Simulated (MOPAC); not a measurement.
Input file for MOPAC: PM3 on GaSi+, 2S+1 = 3, a spin state set in the input, which need not be the lowest, a point of a bond scan (R = 2.843 Å). Charge +1.

```
PM3 1SCF PRECISE CHARGE=1 UHF MS=1 THREADS=1
GaSi

Si     0.00000000 1     0.00000000 1     0.00000000 1
Ga     0.00000000 1     0.00000000 1     2.84315100 1
```

The log:

```
*******************************************************************************
 **                                                                           **
 **                              MOPAC v23.2.5                                **
 **                                                                           **
 *******************************************************************************
 ** MOPAC's Digital Object Identifier: https://doi.org/10.5281/zenodo.6511958 **
 **                                                                           **
 ** Please cite the open-source release paper for use of this MOPAC version:  **
 ** J. E. Moussa and J. J. P. Stewart (2026)                                  **
 ** MOPAC: An open-source semiempirical molecular orbital program             **
 ** J. Open Source Softw., 11(119), 8025, https://doi.org/10.21105/joss.08025 **
 *******************************************************************************

                              PM3 CALCULATION RESULTS

 *******************************************************************************
 *  PM3        - The PM3 Hamiltonian to be used
 *  UHF        - UNRESTRICTED HARTREE-FOCK CALCULATION
 *
 *
 *
 *                 CHARGE ON SYSTEM = +1
 *
 *
 *
 *  MS=        - IN MECI, MAGNETIC COMPONENT OF SPIN =  1.0
 *  PRECISE    - TIGHTER CRITERIA TO BE USED
 *  1SCF       - DO 1 SCF AND THEN STOP
 *  THREADS=1  - MULTI-THREADING NOT USED
 *  T=         - A TIME OF 172800.0 SECONDS REQUESTED
 *  DUMP=N     - RESTART FILE WRITTEN EVERY 7200.0 SECONDS REQUESTED
 *******************************************************************************
PM3 1SCF PRECISE CHARGE=1 UHF MS=1 THREADS=1
 GaSi

   ATOM   CHEMICAL          X               Y               Z
  NUMBER   SYMBOL      (ANGSTROMS)     (ANGSTROMS)     (ANGSTROMS)

     1      Si          0.00000000  *   0.00000000  *   0.00000000  *
     2      Ga          0.00000000  *   0.00000000  *   2.84315100  *



          CARTESIAN COORDINATES

    NO.       ATOM           X           Y           Z

     1        Si          0.0000      0.0000      0.0000
     2        Ga          0.0000      0.0000      2.8432

 Si: (PM3): J. J. P. STEWART, J. COMP. CHEM. 10, 209 (1989).
 Ga: (PM3): J. J. P. STEWART, J. COMP. CHEM. 12, 320-341 (1991).

           Empirical Formula: Si Ga  =     2 atoms



      MOLECULAR POINT GROUP   :   C*v


          UHF CALCULATION, NO. OF ALPHA ELECTRONS =    4
                           NO. OF BETA  ELECTRONS =    2

 -------------------------------------------------------------------------------
 PM3 1SCF PRECISE CHARGE=1 UHF MS=1 THREADS=1
 GaSi



     1SCF WAS SPECIFIED, SO BFGS WAS NOT USED
     SCF FIELD WAS ACHIEVED


                              PM3 CALCULATION
                                                       MOPAC v23.2.5 Linux




          FINAL HEAT OF FORMATION =        296.75173 KCAL/MOL =    1241.60922 KJ/MOL


          COSMO AREA              =        108.42 SQUARE ANGSTROMS
          COSMO VOLUME            =         96.85 CUBIC ANGSTROMS

          IONIZATION POTENTIAL    =         11.614559 EV
          ALPHA SOMO LUMO (EV)    =        -11.615 -7.443
          BETA  SOMO LUMO (EV)    =        -14.213 -6.370
          NO. OF ALPHA ELECTRONS  =          4
          NO. OF BETA  ELECTRONS  =          2
          MOLECULAR WEIGHT        =         97.8205         POINT GROUP:  C*v

          MOLECULAR DIMENSIONS (Angstroms)

            Atom       Atom       Distance
           Ga     2   Si     1     2.84315
           Ga     2   Si     1     0.00000
           Si     1   Ga     2     0.00000


          SCF CALCULATIONS        =          1





   ATOM   CHEMICAL          X               Y               Z
  NUMBER   SYMBOL      (ANGSTROMS)     (ANGSTROMS)     (ANGSTROMS)

     1      Si          0.00000000  *   0.00000000  *   0.00000000  *
     2      Ga          0.00000000  *   0.00000000  *   2.84315100  *

                             CARTESIAN COORDINATES

   1   Si        0.000000000     0.000000000     0.000000000
   2   Ga        0.000000000     0.000000000     2.843151000


           Empirical Formula: Si Ga  =     2 atoms



      MOLECULAR POINT GROUP   :   C*v


          ALPHA EIGENVALUES
 -21.02487 -15.80619 -11.61456 -11.61456  -7.44263  -5.78459  -5.76607  -5.76607


           BETA EIGENVALUES
 -20.68278 -14.21343  -6.37012  -6.03183  -6.03183  -5.35423  -3.96449  -3.96449


              NET ATOMIC CHARGES AND DIPOLE CONTRIBUTIONS

  ATOM NO.   TYPE          CHARGE      No. of ELECS.   s-Pop       p-Pop
    1         Si           0.196540        3.8035     1.89404     1.90942
    2         Ga           0.803460        2.1965     1.96742     0.22912
 DIPOLE           X         Y         Z       TOTAL
 POINT-CHG.     0.000     0.000     1.237     1.237
 HYBRID         0.000     0.000    -1.557     1.557
 SUM            0.000     0.000    -0.320     0.320


          ATOMIC ORBITAL ELECTRON POPULATIONS

     Atom    s        px        py        pz
    1 Si   1.89404   0.92305   0.92305   0.06332
    2 Ga   1.96742   0.07695   0.07695   0.07522


                    (SZ)    =    1.000000
                    (S**2)  =    2.005738


          ATOMIC ORBITAL SPIN POPULATIONS

    Atom   Total    s     px     py     pz
         Atomic
    1 Si  1.8734  0.031  0.923  0.923 -0.004
    2 Ga  0.1266 -0.006  0.077  0.077 -0.021

 **********************
 *                    *
 * JOB ENDED NORMALLY *
 *                    *
 **********************




 == MOPAC DONE ==
```

The run finished.

Cost: about 0.020 core-seconds (a rough figure).
